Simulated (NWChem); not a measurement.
# C2, singlet; SMILES [C]=[C]

Program: NWChem. Pople sets run with spherical d functions. Low-valent species are run as closed-shell singlets; no triplet was tried in these runs. The geometry was optimised at PBE0-D3(BJ)/def2-TZVP. Level: M06-2X/6-31G* with SMD (1 M gas to 1 M solution), gas-phase geometry.

```tsv
solvent	dielectric constant	solvation free energy (kcal/mol)	cavity-dispersion-structure term (kcal/mol)
water	78.4	4.4	5.6
ethanol	24.9	3.4	4.6
ethylene glycol	40.2	5.8	7.0
dichloromethane	8.93	1.6	2.6
methanol	32.6	3.5	4.7
```
